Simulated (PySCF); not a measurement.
Cl2Si, triplet, geometry from GFN2-xTB (the spin is typed, not shown lowest), atoms displaced at random by about 0.1 Å a coordinate. Base run: PBE/6-31G run with PySCF.

The PySCF input:
```python
from pyscf import gto, scf, dft
from pyscf.geomopt import geometric_solver

mol = gto.M(
    atom='''
Si   -0.00139731    0.11826002    0.78363437
Cl    1.04070783    1.41343568   -0.08789040
Cl   -1.29096430   -1.16097859   -0.05703503
''',
    basis='6-31g',
    spin=2,
    verbose=3,
)

def method(m):
    mf = dft.UKS(m)
    mf.xc = 'pbe'
    return mf

conv, mol_eq = geometric_solver.kernel(method(mol), maxsteps=100)
print('optimisation converged:', conv)
print(mol_eq.tostring(format='xyz'))
mf = method(mol_eq)
mf.kernel()
```

Variants of this job, named by their change:

| change | ΔE vs base (kcal/mol) | optimiser steps | core-seconds (rough) | outcome |
|---|---|---|---|---|
| base | 0.000 | 9 | 60 | converged |
| convergence_set = NWCHEM_LOOSE | 0.000 | 9 | 60 | converged |
| convergence_set = GAU_VERYTIGHT | - | - | - | cut at the time limit |
| coordsys = dlc | 0.000 | 9 | 70 | converged |
| coordsys = prim | 0.000 | 9 | 70 | converged |
| trust = 0.5 | 0.000 | 9 | 70 | converged |
| coordsys = hdlc | 0.000 | 9 | 70 | converged |

Open shells are given as the SCF converged; they aren't shown to be the lowest states, and a large step between rows can be another state.
